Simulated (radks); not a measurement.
Question: Radial electron density D(r) = 4 pi r^2 rho(r) of an atom or ion with 58 electrons. Method: scalar-relativistic Kohn-Sham, r2SCAN, spin-unpolarised, spherical densities, finite nucleus; meta-GGA in the generalised Kohn-Sham scheme; Fermi nuclear charge, rms radius of each element as measured or else 0.836 A^(1/3) + 0.57 fm; computed with a radial shooting solver on a logarithmic mesh with Libxc functionals.

| r (bohr) | D(r) (e/bohr) |
|---|---|
| 0.004319 | 32.57 |
| 0.005854 | 46.28 |
| 0.007934 | 61.56 |
| 0.01084 | 75.34 |
| 0.01469 | 82.17 |
| 0.01991 | 79.91 |
| 0.02698 | 73.52 |
| 0.03657 | 75.79 |
| 0.04956 | 93.39 |
| 0.06716 | 108.9 |
| 0.09102 | 98.75 |
| 0.1234 | 81.48 |
| 0.1672 | 90.90 |
| 0.2266 | 90.01 |
| 0.3071 | 51.84 |
| 0.4162 | 38.22 |
| 0.564 | 44.33 |
| 0.7644 | 27.38 |
| 1.036 | 13.38 |
| 1.415 | 8.937 |
| 1.918 | 3.709 |
| 2.6 | 0.7076 |
| 3.523 | 0.1889 |
| 4.775 | 0.09046 |
| 6.471 | 0.01726 |
| 8.77 | 0.0007842 |

What is the nuclear charge?

Answer: Z = 62. The innermost maximum, from 1s, lies near gamma/Z bohr with gamma = sqrt(1 - (Z/c)^2) = 0.892, here 0.0144 bohr (found: 0.0158), and its height grows with Z. The density is that of the samarium ion Sm4+ in [Xe] 4f3.5 5f0.5; the configuration itself is not fixed sharply by these data, and Z only to a few units. D(r) has 4 maxima, at r = 0.0158, 0.0699, 0.196, 0.538 bohr, and minima at 0.0302, 0.129, 0.390 bohr, inside which lie 1.94, 11.19, 29.18 electrons.
